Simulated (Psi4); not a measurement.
# CH6GaN (SMILES C[NH][GaH2]): methods side by side

CH6GaN: 9 atoms, total charge 0, spin state singlet. SMILES: `C[NH][GaH2]`. Geometry: optimised at PBE0/def2-TZVP.

Quantity: the HOMO–LUMO gap, in eV. The values are calculated.

```csv
level,kind,program,value (eV),CPU time
PBE-D4/def2-TZVPP (density fitting),GGA,Psi4,4.01,92 s
r2SCAN-D4/def2-TZVPP (density fitting),meta-GGA,Psi4,4.49,4.8 min
B3LYP-D4/def2-TZVPP (density fitting),global hybrid,Psi4,5.53,73 s
PBE0-D4/def2-TZVPP (density fitting),global hybrid,Psi4,5.99,74 s
wB97M-V/def2-TZVPP (density fitting),range-separated hybrid,Psi4,9.99,5 min
```

All-electron rows without a relativistic Hamiltonian named are non-relativistic. The values span 4.01 to 9.99 eV. Orbital gaps aren't excitation energies; they tend to grow with the share of exact exchange. Times are those of the runs behind each value, whatever else they computed, on shared processors of several kinds: orders of magnitude only.
